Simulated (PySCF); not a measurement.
# Orbital picture of NaGa

PBE0 at R = 3.134 Å; basis Na aug-pcseg-1, Ga aug-pcseg-1; no relativity; PySCF 2.14. State: ³Π (triplet), unpaired electrons σ ↑, π ↑, a second solution, started from another occupation. Only the outer orbitals are listed, counted within each symmetry.

| spin | orbital | occ. | ε (eV) | on Na (%) | main shells (%) |
| --- | --- | --- | --- | --- | --- |
| α | 9σ | 1 | -22.75 | 0 | 100 Ga d |
| α | 4π | 1 | -22.74 | 0 | 100 Ga d |
| α | 1δ | 1 | -22.67 | 0 | 100 Ga d |
| α | 4π | 1 | -22.60 | 0 | 100 Ga d |
| α | 1δ | 1 | -22.59 | 0 | 100 Ga d |
| α | 10σ | 1 | -9.48 | 3 | 97 Ga s |
| α | 11σ | 1 | -4.11 | 43 | 51 Ga p, 43 Na s |
| α | 5π | 1 | -3.31 | 7 | 92 Ga p |
| α | 5π | 0 | -1.69 | 16 | 83 Ga p, 16 Na p |
| α | 12σ | 0 | -1.58 | 70 | 42 Na s, 30 Ga p, 28 Na p |
| α | 6π | 0 | -0.33 | 103 | 103 Na p |
| β | 9σ | 1 | -22.71 | 0 | 100 Ga d |
| β | 4π | 1 | -22.70 | 0 | 100 Ga d |
| β | 1δ | 1 | -22.59 | 0 | 100 Ga d |
| β | 4π | 1 | -22.48 | 0 | 100 Ga d |
| β | 1δ | 1 | -22.47 | 0 | 100 Ga d |
| β | 10σ | 1 | -8.33 | 1 | 98 Ga s |
| β | 11σ | 0 | -1.86 | 51 | 51 Na s, 45 Ga p |
| β | 5π | 0 | -1.20 | 8 | 92 Ga p |
| β | 5π | 0 | -0.67 | 15 | 84 Ga p, 15 Na p |

Task: Which are the highest filled and the lowest empty level, where do they sit, and how wide is the gap?

Result: Highest filled α 5π at -3.31 eV (in %: 92 Ga p); lowest empty β 11σ at -1.86 eV (in %: 51 Na s, 45 Ga p); the gap at PBE0 is 1.45 eV.

```json
{
 "bond order (Mayer)": "0.66",
 "⟨S²⟩": "2.004",
 "charge on Na (Mulliken, basis-dependent)": "0.47",
 "charge on Na (Löwdin, basis-dependent)": "0.34",
 "dipole moment (positive dipole means Na(−)Ga(+))": "-4.67 D"
}
```

Shares are Mulliken populations and can fall outside 0 to 100 %.

Spin–orbit coupling is left out.
